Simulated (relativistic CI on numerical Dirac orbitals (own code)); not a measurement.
Hyperfine structure of Sm27+, mass number 147

Computed by Dirac-Coulomb-Breit CI, orbitals from a KLI potential per configuration, a model potential for QED, unscaled Slater integrals (own radial code, finite nucleus).

Configurations in the expansion (outside the closed core [Ar] 3d10): 4s²4p⁵, 4s4p⁶, 4s²4p⁴4d, 4s4p⁵4d, 4s²4p⁴4f, 4s4p⁵4f, 4p⁶4d, 4s4p⁴4d², 4s²4p³4d4f, 4p⁶4f, 4p⁵4d², 4p⁴4d³, 4p⁴4d²4f. Double excitations out of closed p, d and f shells are left out; levels of such configurations are missing from the list, as are those of other unlisted configurations, and high levels can miss mixing partners.

Nuclear spin I = 7/2, μ = -0.809 μN, Q = -0.26 b (tables of Stone and Pyykkö). The electronic factors are computed for point nuclear moments, without core polarisation or the Bohr-Weisskopf and QED corrections.

| Level | E (cm⁻¹) | A (MHz) | B (MHz) |
| --- | --- | --- | --- |
| 4s²4p⁵ ²P°3/2 | 0 | -6196 | 13500 |
| 4s²4p⁵ ²P°1/2 | 281249 | -44110 |  |
| 4s4p⁶ ²S1/2 | 798654 | -98660 |  |
| 4s²4p⁴4d ⁴D5/2 | 862307 | -4480 | 1050 |
| 4s²4p⁴4d ²P1/2 | 875671 | -11940 |  |
| 4s²4p⁴4d ²F7/2 | 919855 | -3348 | 175 |
| 4s²4p⁴4d ⁴F9/2 | 928670 | -3371 | -5470 |
| 4s²4p⁴4d ²D3/2 | 934631 | -2932 | -5880 |

Levels with J = 0, under 50 % of one LS term, or S terms without an open s electron are left out. Small factors come from cancelling terms and can be off by tens of per cent or more.

At this charge energies of transitions that change n are usually good to better than 1 %, and those within a shell (Δn = 0) to a few per cent.

Give the hyperfine levels of 4s²4p⁵ ²P°1/2 relative to its centre of gravity.

With K = F(F + 1) − I(I + 1) − J(J + 1), E = AK/2: F = 3: 99260, F = 4: -77200 MHz.

LS names give the leading component of a level, which can be under half, so a name can repeat, a term be missing and a line seem to break the LS rules.
